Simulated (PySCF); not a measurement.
## Sn³⁸⁺ (tin, charge +38) across methods

[Ne] 3s2, closed-shell 1S. All numbers are calculated (PySCF 2.14, the non-relativistic Hamiltonian (point nucleus), in an uncontracted even-tempered set (16 s from 6.9 bohr⁻², ratio 2.5; 10 p from 9 bohr⁻², ratio 2.5; 4 d from 33 bohr⁻², ratio 2.7; 4 f from 50 bohr⁻², ratio 2.7)).

```csv
method,E (hartree),mean ε 2s (eV),mean ε 2p (eV),mean ε 3s (eV),Σ⟨r²⟩ (bohr²),⟨S²⟩
LDA,-4765.54,-6319.9,-6088.4,-2567.6,0.3483,0.000
M06-L,-4771.09,-6347.8,-6105.7,-2567.8,0.3482,0.000
PBE,-4770.67,-6325.7,-6091.4,-2568.4,0.3481,0.000
r2SCAN,-4771.04,-6343.7,-6104.2,-2568.9,0.3485,0.000
PBE0,-4770.79,-6359.2,-6118.2,-2575.5,0.3481,0.000
UHF,-4770.67508,-6457.8,-6197.2,-2595.6,0.3485,0.000
BP86,-4771.47,-6326.6,-6092.4,-2568.9,0.3479,0.000
```

A non-relativistic calculation at this Z misses sizeable relativistic shifts.
